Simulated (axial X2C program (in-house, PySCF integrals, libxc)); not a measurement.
**VGe: from Re and ωe to a spectrum**

A bond curve at the BHandHLYP level, two-component, was computed with an in-house all-electron X2C program for linear molecules (integrals from PySCF) (basis Ge dyall-cv3z [9s9p7d4f1g], V dyall-cv3z [10s10p6d4f2g] (cores contracted in-house)) for the state Ω = 5/2 (⟨Sz⟩ = 2.50, ⟨Lz⟩ = 0.00 at BHandHLYP). Its fit gives Re = 2.4742 Å, ωe = 257.6 cm⁻¹, ωexe = 1.15 cm⁻¹ and αe = 4.705e-04 cm⁻¹; the masses are 73.9212 and 50.9440 u. Two-component means X2C with spin–orbit coupling and atomic mean-field Coulomb and Gaunt terms.

Question: Find the reduced mass, Be and the force constant.

Answer: From the BHandHLYP values: μ = 30.1593 u. Be = 16.8576/(μ Re²) = 0.09131 cm⁻¹. k = 5.8918×10⁻⁷ μ ωe² = 1.18 mdyn/Å.

Question: The dipole moment p changes by 0.59 D/Å at Re. What harmonic infrared intensity follows?

Answer: I = 42.256 × (dp/dR)²/μ = 0.49 km/mol.

Question: Estimate the centrifugal constant by the Kratzer relation.

Answer: D = 4Be³/ωe² = 4.59e-08 cm⁻¹.

Question: A Morse curve ties αe to the other constants (Pekeris). How well does that hold?

Answer: αe(Morse) = 6Be²/ωe × (√(ωexe/Be) − 1) = 4.950e-04 cm⁻¹; the BHandHLYP curve gives 4.705e-04 cm⁻¹, a ratio of 1.05.

Question: Where do the fundamental and the first overtone lie?

Answer: ν(1←0) = ωe − 2ωexe = 255.3 cm⁻¹; ν(2←0) = 2ωe − 6ωexe = 508.3 cm⁻¹.

The state is one determinant whose occupation by symmetry is held fixed; it was picked as the lowest of a PBE0 search that is not exhaustive. Density functionals use the spin component along the axis (collinear). Other states lie close and PBE0, whose exact exchange favours high spin, may order them wrongly; the determinant shown need not be the ground state. The nearest other 2c determinant of the search, Ω = 1/2, lies 0.26 eV up at the distance of the search. With several unpaired electrons one determinant need not be a pure state. This is the top spin component of a Σ state; components of lower Ω are not single determinants and can lie lower.
